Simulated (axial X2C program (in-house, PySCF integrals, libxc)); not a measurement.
Spin–orbit effects along a row: molecules with Na (ions), HF

Computed with an axial X2C code built on PySCF integrals, spin-free (one-electron X2C) or two-component (2c: spin–orbit coupling with atomic mean-field Coulomb and Gaunt terms, which also bring small scalar terms), in Dyall basis sets with cores contracted in-house; open shells are unrestricted.

Basis sets: Br dyall-acv3z, Ca dyall-acv3z, Cu dyall-acv3z, Ga dyall-acv3z, Ge dyall-acv3z, K dyall-acv3z, Mn dyall-acv3z, Na dyall-av3z, Sc dyall-acv3z, Se dyall-acv3z.

```csv
molecule,spin-free state,Re (Å),ωe (cm⁻¹),De (eV),2c state,Re 2c (Å),ωe 2c (cm⁻¹),De 2c (eV)
NaK⁻,"M_S = 1/2, Λ = 0",4.440,65.5,0.52,Ω = 1/2,4.440,65.5,0.52
NaCa⁻,"M_S = 0, Λ = 0",4.380,60.5,0.20,Ω = 0,4.380,60.5,0.20
NaSc⁻,"M_S = 1/2, Λ = 2",4.071,82.8,0.37,Ω = 3/2,4.072,82.7,n/a
NaMn⁻,"M_S = 5/2, Λ = 0",3.737,79.0,n/a,Ω = 5/2,3.738,78.9,n/a
NaCu⁻,"M_S = 1/2, Λ = 0",3.110,104.3,0.65,Ω = 1/2,3.111,104.2,0.65
NaGa⁻,"M_S = 1/2, Λ = 1",3.272,113.1,n/a,Ω = 1/2,3.272,112.9,n/a
NaGe⁻,"M_S = 1, Λ = 0",3.035,142.6,0.78,Ω = 1,3.036,142.6,0.78
NaSe⁻,"M_S = 0, Λ = 0",2.528,302.9,0.19,Ω = 0,2.531,299.9,0.10
NaBr⁻,"M_S = 1/2, Λ = 0",2.693,210.7,1.12,Ω = 1/2,2.694,210.4,1.11
```

(1) Work out the shifts from the spin-free to the two-component result.

Fragments in 2c: K- + Na, Ca + Na-, Sc + Na-, Mn- + Na, Cu- + Na, Ga + Na-, Ge- + Na, Se- + Na, Br- + Na. Each entry is the lowest single determinant of a limited PBE0 search at one distance. De goes to single-determinant-based atoms at the same level (for ions the charge split of lowest energy) and is withheld (n/a) where an atom does not fit its ground term or J level. Main or longest-lived isotopes. One determinant is a doubtful description, or other states lie close, for NaK⁻, NaCa⁻, NaSc⁻, NaMn⁻, NaCu⁻, NaGa⁻, NaGe⁻, NaSe⁻; these need not be ground states, and all values refer to the states named. Some open-shell Ω = 0 determinants are out of reach, so the Ω given for NaGe⁻ need not be the lowest component. With several unpaired electrons the Ω given is that of one determinant, not necessarily of the lowest component. Where the atoms have a lower orbital projection than the molecule, De at mean-field level may be about a tenth of an eV too small.

## Answers

(1) 

| molecule | 2c state | ΔRe (Å) | Δωe (cm⁻¹) | ΔDe (eV) |
| --- | --- | --- | --- | --- |
| NaK⁻ | Ω = 1/2 | 0.000 | 0.0 | 0.00 |
| NaCa⁻ | Ω = 0 | 0.000 | 0.0 | 0.00 |
| NaSc⁻ | Ω = 3/2 | 0.001 | -0.1 | n/a |
| NaMn⁻ | Ω = 5/2 | 0.001 | -0.1 | n/a |
| NaCu⁻ | Ω = 1/2 | 0.001 | -0.1 | 0.00 |
| NaGa⁻ | Ω = 1/2 | 0.000 | -0.2 | n/a |
| NaGe⁻ | Ω = 1 | 0.001 | 0.0 | 0.00 |
| NaSe⁻ | Ω = 0 | 0.003 | -3.0 | -0.09 |
| NaBr⁻ | Ω = 1/2 | 0.001 | -0.3 | -0.01 |

Shifts of one unit in the last digit are rounding.
